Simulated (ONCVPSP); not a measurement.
# Logarithmic derivatives: germanium, ONCV

ONCVPSP 4.0.1 input, shortened (lines: element, Z, core and valence counts, functional; n l f; lmax; l rc ep ncon nbas qcut; lloc lpopt rc5 dvloc0; l nproj debl; icmod fcfact rcfact), BLYP, scalar-relativistic:

```
  Ge 32.00    5    3  -106131      upf
    1    0    2.00
    2    0    2.00
    2    1    6.00
    3    0    2.00
    3    1    6.00
    3    2   10.00
    4    0    2.00
    4    1    1.00
    3
    0    1.85    0.00    4    8    3.10
    1    2.20    0.00    3    7    3.10
    2    1.10    0.00    5    9   16.60
    3    2.00    0.38    4    8    5.90
    2    5    1.10    0.00
    0    2    2.90
    1    1    0.80
    2    0    3.90
    3    2    2.10
    2    0.25    0.90
```

The phase is arctan(r·R′/R) of the radial function R(r), unwrapped; energies in Ha, scanned from -3 to 5 Ha. A pole is an energy at which the radial function vanishes at the test radius. The pseudo phase is shifted by a multiple of π to meet the all-electron one at the reference energy, and phase errors are pseudo minus all-electron; the curves can meet again beyond the range given. Levels narrower than the energy grid can be missing from the lists of poles.

Question: For each channel, where are the poles, and over which energies does the pseudopotential scatter like the atom?

Answer:

```csv
channel,radius (bohr),reference energy (Ha),"poles, all-electron","poles, pseudo",unbroken range about the reference energy with phases within 0.05 rad,phase error 1 Ha above the reference energy (rad)
s,1.87,-0.73,1.12,1.11,below 3.7,-0.000
p,2.23,-0.41,0.81,"0.74, 4.60",below 1.3,-0.012
d,1.11,-1.40,-0.40,-0.34,below 1.1,+0.011
f,2.03,0.38,3.30,3.30,below 4.4,-0.000
```

Note: ghosts flagged at negative energy: s at -296.3 eV, p at -185.9 eV; GHOST(+) flagged for f at 146.2 eV, s at 155.5 eV. A true bound ghost makes a file unfit for plane-wave use.

Phases in the s channel:

```json
{"E (Ha)": "-2.98", "all-electron": "1.169", "pseudo": "1.168"}
{"E (Ha)": "-2.54", "all-electron": "1.080", "pseudo": "1.078"}
{"E (Ha)": "-2.10", "all-electron": "0.920", "pseudo": "0.918"}
{"E (Ha)": "-1.66", "all-electron": "0.580", "pseudo": "0.578"}
{"E (Ha)": "-1.22", "all-electron": "-0.156", "pseudo": "-0.157"}
{"E (Ha)": "-0.78", "all-electron": "-0.886", "pseudo": "-0.886"}
{"E (Ha)": "-0.34", "all-electron": "-1.224", "pseudo": "-1.224"}
{"E (Ha)": "0.10", "all-electron": "-1.387", "pseudo": "-1.387"}
{"E (Ha)": "0.54", "all-electron": "-1.484", "pseudo": "-1.484"}
{"E (Ha)": "0.98", "all-electron": "-1.552", "pseudo": "-1.553"}
{"E (Ha)": "1.42", "all-electron": "-1.608", "pseudo": "-1.609"}
{"E (Ha)": "1.86", "all-electron": "-1.661", "pseudo": "-1.661"}
{"E (Ha)": "2.30", "all-electron": "-1.718", "pseudo": "-1.718"}
{"E (Ha)": "2.74", "all-electron": "-1.790", "pseudo": "-1.790"}
{"E (Ha)": "3.18", "all-electron": "-1.898", "pseudo": "-1.902"}
{"E (Ha)": "3.62", "all-electron": "-2.100", "pseudo": "-2.129"}
{"E (Ha)": "4.06", "all-electron": "-2.601", "pseudo": "-2.795"}
{"E (Ha)": "4.50", "all-electron": "-3.582", "pseudo": "-3.922"}
{"E (Ha)": "4.94", "all-electron": "-4.146", "pseudo": "-4.368"}
```
